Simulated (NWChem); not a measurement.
System: bicarbonate (CHO$_{3}$ anion); SMILES [O-]C(=O)O

The following NWChem deck was run.

```
start job
memory heap 200 mb stack 900 mb global 1100 mb
charge -1
geometry units angstroms
  O     -0.588828    -1.138242     0.000000
  C      0.037553     0.158872     0.000000
  O      1.288462     0.111895     0.000000
  O     -0.756650     1.106221     0.000000
  H      0.163965    -1.742692     0.000000
end
basis spherical
  O library 6-31g*
  C library 6-31g*
  H library 6-31g*
end
dft
  xc hfexch
  iterations 150
end
driver
  maxiter 120
end
task dft optimize
task dft freq
```

NWChem printed, in part:

```
             Northwest Computational Chemistry Package (NWChem) 7.3.0
             --------------------------------------------------------

 CS  symmetry detected

                             Geometry "geometry" -> ""
                             -------------------------

 Output coordinates in angstroms (scale by  1.889725989 to convert to a.u.)

  No.       Tag          Charge          X              Y              Z
 ---- ---------------- ---------- -------------- -------------- --------------
    1 O                    8.0000    -0.81230246    -0.98433592     0.00000000
    2 C                    6.0000     0.07331429     0.15168382     0.00000000
    3 O                    8.0000     1.28624449    -0.15780041     0.00000000
    4 O                    8.0000    -0.50345727     1.24510191     0.00000000
    5 H                    1.0000    -0.20376380    -1.73382761     0.00000000

 Effective nuclear repulsion energy (a.u.)     112.8453591758

      Symmetry information
      --------------------

 Group name             Cs
 Group number              2
 Group order               2
 No. of unique centers     5

                                Z-matrix (autoz)
                                --------

 Units are Angstrom for bonds and degrees for angles

      Type          Name      I     J     K     L     M      Value
      ----------- --------  ----- ----- ----- ----- ----- ----------
    1 Stretch                  1     2                       1.44044
    2 Stretch                  1     5                       0.96543
    3 Stretch                  2     3                       1.25179
    4 Stretch                  2     4                       1.23622
    5 Bend                     1     2     3               113.62537
    6 Bend                     1     2     4               114.24940
    7 Bend                     2     1     5               102.98642
    8 Bend                     3     2     4               132.12523
    9 Torsion                  3     2     1     5           0.00000
   10 Torsion                  4     2     1     5         180.00000

  xc_inp: hfexch multiplicative factor not found.

                           NWChem Geometry Optimization
                           ----------------------------

[...]

      ----------------------
      Optimization converged
      ----------------------

  Step       Energy      Delta E   Gmax     Grms     Xrms     Xmax
  ---- ---------------- -------- -------- -------- -------- --------
@    4    -263.07673456 -9.2D-08  0.00002  0.00001  0.00020  0.00043
                                     ok       ok       ok       ok

                                Z-matrix (autoz)
                                --------

 Units are Angstrom for bonds and degrees for angles

      Type          Name      I     J     K     L     M      Value     Gradient
      ----------- --------  ----- ----- ----- ----- ----- ---------- ----------
    1 Stretch                  1     2                       1.40115    0.00002
    2 Stretch                  1     5                       0.94708   -0.00000
    3 Stretch                  2     3                       1.23354    0.00001
    4 Stretch                  2     4                       1.21942    0.00001
    5 Bend                     1     2     3               113.51323    0.00002
    6 Bend                     1     2     4               114.48415   -0.00000
    7 Bend                     2     1     5               103.57016   -0.00000
    8 Bend                     3     2     4               132.00262   -0.00001
    9 Torsion                  3     2     1     5           0.00000    0.00000
   10 Torsion                  4     2     1     5         180.00000    0.00000

                         Geometry "geometry" -> "geometry"
                         ---------------------------------

 Output coordinates in angstroms (scale by  1.889725989 to convert to a.u.)

[...]

 Rotational Constants
 --------------------
 A=   0.426110 cm-1  (  0.613064 K)
 B=   0.397852 cm-1  (  0.572408 K)
 C=   0.205748 cm-1  (  0.296019 K)

 Temperature                      =   298.15K
 frequency scaling parameter      =   1.0000

 Zero-Point correction to Energy  =   18.369 kcal/mol  (  0.029274 au)
 Thermal correction to Energy     =   20.462 kcal/mol  (  0.032608 au)
 Thermal correction to Enthalpy   =   21.054 kcal/mol  (  0.033552 au)

 Total Entropy                    =   62.940 cal/mol-K
   - Translational                =   38.227 cal/mol-K (mol. weight =  60.9926)
   - Rotational                   =   23.341 cal/mol-K (symmetry #  =        1)
   - Vibrational                  =    1.371 cal/mol-K

 Cv (constant volume heat capacity) =    9.760 cal/mol-K
   - Translational                  =    2.979 cal/mol-K
   - Rotational                     =    2.979 cal/mol-K
   - Vibrational                    =    3.801 cal/mol-K

[normal modes left out]

 ----------------------------------------------------------------------------
 Normal Eigenvalue ||           Projected Infra Red Intensities
  Mode   [cm**-1]  || [atomic units] [(debye/angs)**2] [(KM/mol)] [arbitrary]
 ------ ---------- || -------------- ----------------- ---------- -----------
    1       -0.000 ||    0.018324           0.423        17.863       1.409
    2       -0.000 ||    0.006830           0.158         6.659       0.525
    3        0.000 ||    0.000173           0.004         0.169       0.013
    4        0.000 ||    0.005247           0.121         5.115       0.403
    5        0.000 ||    0.012447           0.287        12.133       0.957
    6        0.000 ||    0.019691           0.454        19.196       1.514
    7      609.214 ||    0.103379           2.385       100.779       7.949
    8      622.211 ||    0.011246           0.259        10.963       0.865
    9      716.489 ||    0.003361           0.078         3.277       0.258
   10      939.188 ||    0.090071           2.078        87.805       6.925
   11     1028.907 ||    0.201086           4.639       196.029      15.461
   12     1356.642 ||    0.124819           2.880       121.680       9.597
   13     1493.120 ||    0.526217          12.140       512.982      40.460
   14     1986.590 ||    0.803174          18.530       782.974      61.756
   15     4103.380 ||    0.024788           0.572        24.165       1.906
 ----------------------------------------------------------------------------
```

Level: Hartree-Fock/6-31G* (spherical d). Sets without diffuse functions describe the anion's extra electron poorly.
